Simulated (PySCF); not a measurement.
One molecule, one basis, several functionals.

Species: C₃H₁₀Si₂.
SMILES with atom numbers: `[CH2:1]=[CH:2][Si@@H:3]([CH3:4])[SiH3:5]` (hydrogens: H6, H7 on C1; H8 on C2; H9 on Si3; H10, H11, H12 on C4; H13, H14, H15 on Si5)

Cartesian coordinates in Å at the PBE0-D3(BJ)/def2-SVP level; atoms count from 1:
```xyz
15
C3H10Si2 angstrom
C     -1.866   -1.736   -0.399
C     -1.119   -0.933    0.367
Si    -0.043    0.450   -0.297
C     -0.399    2.079    0.580
Si     2.214   -0.124    0.025
H     -1.908   -1.618   -1.488
H     -2.471   -2.548    0.022
H     -1.122   -1.107    1.452
H     -0.304    0.576   -1.768
H     -1.449    2.379    0.440
H      0.245    2.883    0.191
H     -0.208    1.986    1.661
H      2.480   -0.330    1.486
H      2.570   -1.386   -0.697
H      3.121    0.967   -0.457
```

PySCF, pcSseg-1 basis, density fitting, gas phase, PBE0-D3(BJ)/def2-SVP geometry. One functional is left out:

| functional | exact exchange (%) | HOMO energy (eV) | LUMO energy (eV) |
| --- | --- | --- | --- |
| B97-D | 0 | -6.35 | -1.39 |
| BLYP | 0 | -6.24 | -1.34 |
| BP86 | 0 | -6.51 | -1.60 |
| LDA | 0 | -6.52 | -1.72 |
| OPBE | 0 | -6.39 | -1.40 |
| PBE | 0 | -6.41 | -1.51 |
| B3LYP | 20 | -7.26 | -0.74 |
| B97-2 | 21 | -7.24 | -0.59 |
| PBE0 | 25 | -7.47 | -0.56 |
| BHandHLYP | 50 | -8.40 | 0.53 |

Predict the row of mPW1PW91 (25 % exact exchange) by straight lines through the other rows, and check it.

```tsv
property	line	computed	computed − line	PBE0 (25 %), for comparison
HOMO energy (eV)	-7.42	-7.50	-0.08	-7.47
LUMO energy (eV)	-0.49	-0.56	-0.07	-0.56
```

Which of these properties follows the share of exact exchange most closely, and which least?

Most closely the HOMO energy, least the LUMO energy; the correlations over the tabulated rows are HOMO energy -0.993, LUMO energy 0.986. The HOMO energy moves by -0.405 eV for every 10 %. Functionals with the same share still differ in their other parts: at 0 % BLYP and LDA differ by 0.28 eV in it.
